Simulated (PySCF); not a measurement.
Species: `FC[C@H]1CCCCS1`. The columns A, B, C and D hold Mulliken, IAO, Hirshfeld and ESP-fitted charges (e) of one PBE0/pcSseg-1 density (PySCF), in a shuffled order. Coordinates in Å (GFN2-xTB); the density's dipole moment is (-0.15, -1.40, 0.64) D.

```json
{"atom": "F1", "x": "-1.228", "y": "-0.364", "z": "-1.817", "A": "-0.334", "B": "-0.143", "C": "-0.327", "D": "-0.094"}
{"atom": "C2", "x": "-2.020", "y": "-0.190", "z": "-0.711", "A": "+0.265", "B": "-0.146", "C": "+0.037", "D": "+0.019"}
{"atom": "C3", "x": "-1.244", "y": "0.147", "z": "0.559", "A": "-0.470", "B": "+0.007", "C": "-0.205", "D": "-0.033"}
{"atom": "C4", "x": "-0.214", "y": "-0.897", "z": "0.989", "A": "-0.157", "B": "-0.355", "C": "-0.260", "D": "-0.074"}
{"atom": "C5", "x": "1.022", "y": "-0.974", "z": "0.093", "A": "-0.220", "B": "+0.234", "C": "-0.260", "D": "-0.074"}
{"atom": "C6", "x": "1.789", "y": "0.346", "z": "0.071", "A": "-0.218", "B": "-0.207", "C": "-0.257", "D": "-0.074"}
{"atom": "C7", "x": "0.958", "y": "1.463", "z": "-0.534", "A": "-0.308", "B": "-0.084", "C": "-0.338", "D": "-0.076"}
{"atom": "S8", "x": "-0.501", "y": "1.820", "z": "0.495", "A": "+0.001", "B": "-0.278", "C": "+0.036", "D": "-0.019"}
{"atom": "H9", "x": "-2.715", "y": "0.621", "z": "-0.952", "A": "+0.116", "B": "+0.123", "C": "+0.148", "D": "+0.040"}
{"atom": "H10", "x": "-2.571", "y": "-1.128", "z": "-0.578", "A": "+0.103", "B": "+0.128", "C": "+0.134", "D": "+0.043"}
{"atom": "H11", "x": "-2.000", "y": "0.241", "z": "1.345", "A": "+0.162", "B": "+0.159", "C": "+0.161", "D": "+0.050"}
{"atom": "H12", "x": "-0.706", "y": "-1.874", "z": "1.015", "A": "+0.120", "B": "+0.112", "C": "+0.133", "D": "+0.039"}
{"atom": "H13", "x": "0.102", "y": "-0.654", "z": "2.006", "A": "+0.128", "B": "+0.107", "C": "+0.140", "D": "+0.036"}
{"atom": "H14", "x": "1.674", "y": "-1.763", "z": "0.473", "A": "+0.122", "B": "-0.018", "C": "+0.136", "D": "+0.040"}
{"atom": "H15", "x": "0.734", "y": "-1.242", "z": "-0.924", "A": "+0.130", "B": "-0.001", "C": "+0.142", "D": "+0.028"}
{"atom": "H16", "x": "2.076", "y": "0.622", "z": "1.089", "A": "+0.121", "B": "+0.084", "C": "+0.133", "D": "+0.032"}
{"atom": "H17", "x": "2.701", "y": "0.227", "z": "-0.520", "A": "+0.124", "B": "+0.051", "C": "+0.138", "D": "+0.041"}
{"atom": "H18", "x": "0.617", "y": "1.209", "z": "-1.537", "A": "+0.161", "B": "+0.083", "C": "+0.153", "D": "+0.031"}
{"atom": "H19", "x": "1.515", "y": "2.399", "z": "-0.569", "A": "+0.155", "B": "+0.144", "C": "+0.157", "D": "+0.046"}
```

Which column most likely holds the ESP-fitted charges?

B. Σ q r misses the density's dipole by 0.04 D (B), 0.95 D (A), 1.28 D (D), 2.21 D (C). Charges fitted to the outside potential are the only set here that is tied to the molecule's multipoles.

And the Hirshfeld charges?

D. The mean sizes are 0.047 e (D), 0.130 e (B), 0.173 e (C), 0.180 e (A), and Hirshfeld charges are commonly the smallest of these schemes.

As computed, A = Mulliken, B = ESP-fitted, C = IAO, D = Hirshfeld. Hydrogens on carbon: Mulliken +0.10 to +0.16, ESP-fitted -0.02 to +0.16, IAO +0.13 to +0.16, Hirshfeld +0.03 to +0.05 e.

The Mulliken scheme gives each basis function's population to the atom it is centred on and halves the overlap population of two atoms between them. The Hirshfeld scheme weights the molecular density at each point by an atom's share of the summed free-atom densities.

The structure is a single GFN2-xTB conformer in the gas phase; no vibrational or solvent corrections.
